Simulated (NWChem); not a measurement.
System: C₅H₉N; SMILES CC(C)(C)C#N

NWChem input:

```
start job
memory heap 200 mb stack 900 mb global 1100 mb
geometry units angstroms noautoz
  C     -0.268926     1.430940    -0.759799
  C      0.000000     0.000000    -0.271774
  C     -1.104767    -0.948367    -0.759799
  C      1.373693    -0.482573    -0.759799
  C      0.000000     0.000000     1.201654
  N      0.000000     0.000000     2.359492
  H     -1.243741     1.795895    -0.404693
  H      0.507001     2.124795    -0.404712
  H     -0.272446     1.449513    -1.860481
  H     -0.933421    -1.975058    -0.404693
  H     -1.119092    -0.960702    -1.860481
  H     -2.093627    -0.623322    -0.404712
  H      2.177161     0.179163    -0.404693
  H      1.586626    -1.501473    -0.404712
  H      1.391538    -0.488811    -1.860481
end
basis spherical
  * library def2-svp
end
dft
  xc b3lyp
  iterations 150
  mulliken
end
task dft energy
```

Coordinates come from a PBE0/def2-SVP optimisation.

Problem. What results follow from this input? (B3LYP/def2-SVP.) Quantities: basis functions; energy (Ha); highest occupied level (eV); orbital gap (eV); dipole (D).

Solution. The number of basis functions is 129 and the energy (Ha) comes out as -250.51. The highest occupied level (eV) is -8.80 and the orbital gap (eV) is 9.74. The dipole (D) is 3.85.
